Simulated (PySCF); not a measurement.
A species of formula C8H13OP has this rotational fingerprint, computed with PBE0/pcSseg-1 in PySCF (dipole) on a GFN2-xTB geometry, gas phase:

| Item | Value |
| --- | --- |
| Rotational constants | A = 1780, B = 740.3, C = 583.5 MHz |
| Dipole components | \|μa\| = 2.34 D, \|μb\| = 1.91 D, \|μc\| = 0.07 D |
| Inertial defect | -100.52 u·Å² |
| κ | -0.74 |

Task: Which candidate fits, each taken in the one conformer that was computed?
A. `[CH2:1]=[C:2]([CH3:3])[P@@:4]1(=[O:5])[CH2:6][CH:7]=[C:8]([CH3:9])[CH2:10]1` with C1–C2–P4–O5 -1°, C2–P4–C6–C7 89°, P4–C6–C7–C8 15°, C7–C8–C10–P4 -15°, C2–P4–C10–C8 -88°
B. `[CH3:1][CH:2]([CH3:3])[P:4]([CH3:5])[c:6]1[cH:7][cH:8][cH:9][o:10]1` with C1–C2–P4–C5 -73°, C2–P4–C6–C7 -129°
C. `[CH2:1]=[CH:2][P:3]([CH2:4][C:5]([CH3:6])=[O:7])[CH:8]1[CH2:9][CH2:10]1` with C1–C2–P3–C4 -138°, C2–P3–C4–C5 -72°, P3–C4–C5–C6 -77°, C2–P3–C8–C9 104°
D. `[CH3:1][C:2]1=[CH:3][P@@:4]1(=[O:5])[CH:6]1[CH2:7][CH2:8][CH2:9][CH2:10]1` with C3–P4–C6–C7 42°, C2–C3–P4–O5 106°, P4–C6–C7–C8 88°, C6–C7–C8–C9 42°, C7–C8–C9–C10 -38°
E. `[CH:1]#[C:2][CH2:3][P:4]([CH2:5][CH3:6])[CH2:7][C:8]([CH3:9])=[O:10]` with C2–C3–P4–C5 -69°, C3–P4–C5–C6 -177°, C3–P4–C7–C8 -68°, P4–C7–C8–C9 -74°

Result: C. It is C=CP(CC(C)=O)C1CC1, an asymmetric top, point group C1. The candidates at the same level (rigid rotor, commonest isotopes):

| SMILES | A (MHz) | B (MHz) | C (MHz) | μa (D) | μb (D) | μc (D) | Δ (u·Å²) | point group | rotor |
| --- | --- | --- | --- | --- | --- | --- | --- | --- | --- |
| CC1=C[P@@]1(=O)C1CCCC1 | 1677 | 968.8 | 771.1 | 1.19 | 3.94 | 1.54 | -167.71 | C1 | asymmetric top |
| C=CP(CC(C)=O)C1CC1 | 1780 | 740.3 | 583.5 | 2.34 | 1.91 | 0.07 | -100.52 | C1 | asymmetric top |
| C=C(C)[P@@]1(=O)CC=C(C)C1 | 1798 | 925.2 | 786.1 | 2.52 | 3.43 | 0.65 | -184.37 | C1 | asymmetric top |
| C#CCP(CC)CC(C)=O | 1343 | 779.9 | 561.5 | 0.80 | 2.69 | 0.49 | -124.15 | C1 | asymmetric top |
| CC(C)P(C)c1ccco1 | 2038 | 788.2 | 701.0 | 0.55 | 0.29 | 0.91 | -168.21 | C1 | asymmetric top |

`CC1=C[P@@]1(=O)C1CCCC1` has C 32 % too high; `C=C(C)[P@@]1(=O)CC=C(C)C1` has C 35 % too high; `CC(C)P(C)c1ccco1` has C 20 % too high; `C#CCP(CC)CC(C)=O` has A 25 % too low. No structure here is proved a minimum.
